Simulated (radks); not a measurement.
Initial-state core-level shifts of the niobium ion Nb2+ when its valence configuration changes from [Kr] 4d3. Calculated with a radial shooting solver on a logarithmic mesh with Libxc functionals: scalar-relativistic Kohn-Sham, LDA (Slater exchange, Perdew-Wang correlation), spin-polarised, spherical densities, finite nucleus; open shells are filled with parallel spins first (spin-orbit coupling, left out, can overturn this in heavy ions); Fermi nuclear charge, rms radius 4.324 fm. Shifts are changes of the shell-averaged eigenvalues in eV (positive: less bound); the change of the density at the nucleus, which sets a Mossbauer isomer shift, is in e/bohr^3, on a base of 8.369e+04.

| valence | 2s | 2p | 3d | 4p | density at nucleus |
|---|---|---|---|---|---|
| 4d2 5p1 | -5.465 | -5.438 | -5.365 | -4.624 | +2.537 |
| 4d2 5s1 | -4.338 | -4.316 | -4.229 | -3.541 | +20.331 |
| 4d1 5p2 | -11.258 | -11.200 | -11.009 | -9.306 | +5.713 |
| 4d2.5 5s0.5 | -2.131 | -2.119 | -2.081 | -1.756 | +9.836 |
| 5p3 | -17.395 | -17.301 | -16.940 | -14.033 | +9.566 |
| 4d2.5 5p0.5 | -2.698 | -2.685 | -2.654 | -2.308 | +1.197 |
| 4d0.5 5p2.5 | -14.284 | -14.209 | -13.939 | -11.666 | +7.554 |
| 4d2 5s0.5 5p0.5 | -4.904 | -4.880 | -4.800 | -4.085 | +11.455 |
| 4d1 5s2 | -9.133 | -9.087 | -8.870 | -7.325 | +43.005 |
